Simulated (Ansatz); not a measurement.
C2H6OSi (`CC[Si]O`), relaxed with RKS PBE0-D4/def2-TZVP in the Gaussian-basis code of Ansatz from a PBE-D4/def2-SVP geometry. The force threshold is 0.005 eV/Å; the program also tests the step.

Charge 0, multiplicity 1.

Start:

```xyz
10

C    -0.533   -0.742   -0.378
C    -0.568    0.447    0.584
Si    1.026    1.549    0.757
O     2.097    0.738   -0.271
H     0.271   -1.464   -0.114
H    -1.480   -1.322   -0.382
H    -0.358   -0.418   -1.427
H    -1.398    1.150    0.332
H    -0.808    0.120    1.624
H     1.752   -0.058   -0.725
```

How much energy does the relaxation release, and in how many steps? (Estimate.)

Ansatz gave: 1.35 kcal/mol, in 6 steps.

Which bonds change most? (Estimate.)

Computed: Si3–O4 from 1.692 to 1.654 Å; C2–Si3 from 1.945 to 1.914 Å; C1–H5 from 1.113 to 1.095 Å; C1–H6 from 1.110 to 1.093 Å.

Give the relaxed structure. (Best estimate.)

The calculation gave: 
```xyz
10

C    -0.541   -0.753   -0.371
C    -0.553    0.435    0.579
Si    1.017    1.516    0.761
O     2.077    0.770   -0.267
H     0.225   -1.485   -0.092
H    -1.494   -1.287   -0.382
H    -0.344   -0.443   -1.402
H    -1.361    1.137    0.321
H    -0.804    0.117    1.603
H     1.779   -0.008   -0.750
```
